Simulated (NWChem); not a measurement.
# CH4BFS; SMILES CB(F)S

```xyz
8

B     -0.0845     0.4147     0.0000
F     -1.3182     0.9187     0.0000
C      1.1311     1.3992     0.0000
H      1.0615     2.0571    -0.8828
H      2.1198     0.9224     0.0030
H      1.0581     2.0612     0.8796
S     -0.0050    -1.3937     0.0000
H      1.3407    -1.4791    -0.0007
```
Atoms are numbered in this order, from 1.

Program: NWChem. Structure relaxed at the PBE0/def2-SVP level.

**Question.** Predict the results for Hartree-Fock/cc-pVDZ. Quantities: highest occupied level (eV); orbital gap (eV); dipole (D).

**Answer.** 
```
Quantity                     Result
---------------------------  ------
highest occupied level (eV)  -10.76
orbital gap (eV)              14.62
dipole (D)                     2.34
```
